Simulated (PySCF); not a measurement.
# Continuum solvent and chemical shifts

Mapped SMILES: `[CH3:1][CH2:2][c:3]1[p-:4][cH:5][c:6]([SiH3:7])[c:8]1[CH3:9]` (H(Xn): hydrogen on atom n).

GIAO PBE0/pcSseg-1 in PySCF 2.14 on one PBE0-D3(BJ)/def2-SVP conformer, non-relativistic, equivalent nuclei averaged. Solvents enter as an IEF-PCM continuum (cyclohexane with ε = 2.0, dichloromethane with ε = 8.9) around the gas-phase geometry. Shifts are referred to TMS computed in the same medium.

Gas phase, δ in ppm: C3 153.7, C5 150.7, C8 131.1, C6 108.2, C2 28.1, C1 21.4, C9 16.4, Si7 -86.8, H(C5) 7.18, H(Si7) 4.44, H(C2) 2.59, H(C9) 2.29, H(C1) 0.87. Dipole moment 3.64 D.

**Question.** How does each δ change in the continuum?

**Answer.** 
| atoms | environment | Δδ, cyclohexane | Δδ, dichloromethane |
| --- | --- | --- | --- |
| C3 | substituted aromatic carbon | +1.5 | +3.4 |
| C5 | aromatic CH | -0.8 | -1.8 |
| C8 | substituted aromatic carbon | +2.4 | +5.8 |
| C6 | substituted aromatic carbon | +2.8 | +7.0 |
| C2 | sp3 CH2 on an aromatic ring | -0.3 | -0.4 |
| C1 | methyl carbon | +0.1 | +0.4 |
| C9 | methyl carbon on an aromatic ring | +0.1 | +0.3 |
| Si7 | silicon bonded to C, 3 H | +0.7 | +1.4 |
| H(C5) | hydrogen on an aromatic CH | +0.01 | +0.05 |
| H(Si7) | hydrogen on a silicon bonded to C | -0.01 | +0.01 |
| H(C2) | hydrogen on an sp3 CH2 on an aromatic ring | +0.01 | +0.05 |
| H(C9) | hydrogen on a methyl carbon on an aromatic ring | +0.04 | +0.11 |
| H(C1) | hydrogen on a methyl carbon | +0.07 | +0.15 |

Changes are relative to the gas phase. The dipole moment becomes 4.37 D in cyclohexane, 5.37 D in dichloromethane.

**Question.** Which of the listed nuclei move most (in ppm), and what does the model miss?

**Answer.** C6 (substituted aromatic carbon, +7.0 ppm) in dichloromethane. A continuum only polarises the solute; specific hydrogen bonds, the anisotropy of aromatic solvents and changes of geometry or conformer are outside it, as are counter-ions.
